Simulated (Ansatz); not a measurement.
Two isomers of C2H6BClS: A = `CC(Cl)BS`, B = `CB(S)CCl`.

Gas-phase electronic energies from Ansatz, PBE0-D4/def2-TZVP geometries. CCSD(T)/CBS adds triple-zeta CCSD(T) − MP2 to the extrapolated MP2 energy (def2 sets, frozen cores). DFT in def2-TZVPP. B3LYP here is the variant with VWN-RPA as its local correlation; programs differ in this. One conformer a species, not always the lowest.

(1) Which isomer does CCSD(T)/CBS put lower? Give the gap. (An estimate is asked.)

(2) Give E(B) − E(A) in kcal/mol with PBE0-D4, PBE-D4, ωB97M-V, B3LYP-D4, B3LYP, B2PLYP, CCSD(T)/def2-TZVPP. (Best estimate.)

Largest T1 diagnostic: 0.012.

## Answers

(1) Ansatz gave: B, by 11.4 kcal/mol.

(2) The calculation gave: PBE0-D4 -12.4, PBE-D4 -12.2, ωB97M-V -12.0, B3LYP-D4 -11.7, B3LYP -12.0, B2PLYP -11.6, CCSD(T)/def2-TZVPP -10.9. None reverses the order clearly.
